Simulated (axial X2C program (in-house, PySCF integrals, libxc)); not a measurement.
# AlCo: from the spin-free to the two-component result

Computed with an in-house relativistic program for diatomic molecules. Spin-free means the one-electron spin-free X2C Hamiltonian; two-component (2c) means X2C with spin–orbit coupling and atomic mean-field two-electron Coulomb and Gaunt terms, so the difference of the two also holds small scalar two-electron terms. Basis: Co dyall-cv3z [9s10p6d3f2g], Al dyall-v3z [8s8p2d1f] (cores contracted in-house); Gaussian nuclei, density fitting, unrestricted open shells. Masses: Co 58.933 u, Al 26.982 u.

Spin-free state: M_S = 1, Λ = 2 (beyond evenly filled blocks: σα, δ+α, δ+β, δ-α); fragments Co + Al.

```csv
level,Re (Å),ωe (cm⁻¹),De (eV),μ (D)
PBE0,2.417,285.2,1.764,-0.43
CCSD,2.446,208.4,0.378,n/a
CCSD(T),2.394,237.5,0.506,n/a
r2SCAN0,2.406,290.5,1.466,-0.29
```

Correlated methods: 12 electrons correlated (number of frozen shells: Co 3 s, 2 p; Al 2 s, 1 p), 222 virtual spin orbitals or spinors in MP2, 90 natural virtuals in coupled cluster.

Dipoles are positive if Al is the positive end.

Two-component determinant lowest at the distance of the search:

Ω = 3 (⟨Sz⟩ = 1.00, ⟨Lz⟩ = 2.00 at HF); fragments Co + Al.

```tsv
level	Re (Å)	ωe (cm⁻¹)	μ (D)
PBE0	2.417	285.0	-0.43
CCSD	2.456	203.9	n/a
CCSD(T)	2.401	233.0	n/a
r2SCAN0	2.407	290.3	-0.30
```

**Question.** From the two tables, how do the constants change at the CCSD(T) level (2c against spin-free)?

**Answer.** At the CCSD(T) level Re rises by 0.007 Å and ωe falls by 4.5 cm⁻¹.

One determinant describes the state; a PBE0 search over occupations chose it and may have missed a lower one. Dissociation energies refer to the lowest single-determinant-based atoms at the same level and basis. De is not given where an atomic determinant may have missed its ground term or J level, or where the truncated virtual space spoils (T). Density functionals use the spin component along the axis (collinear). Coupled cluster ran in a truncated set of natural virtual spinors; the MP2 energy of the rest was added. (T) has no such correction and the atoms are truncated less, which lowers De at CCSD(T) by a hundredth of an eV or more. Other states lie close and PBE0, whose exact exchange favours high spin, may order them wrongly; the determinant shown need not be the ground state. The nearest other spin-free determinant of the search, M_S = 1, Λ = 3, lies 0.26 eV up at the distance of the search. Without a current term, density functionals place determinants with orbital angular momentum somewhat too high. With several unpaired electrons one determinant need not be a pure state. A state of lower Ω lies just above, and one determinant can place such states too high, so the state shown need not be the lowest. The search has Ω = 1 only 0.12 eV up. The determinant is spin-polarised beyond a pure state at some levels (its spin-free form has ⟨S²⟩ too high), which makes Re and μ there less reliable. The T1 diagnostic is large, a sign of multireference character.
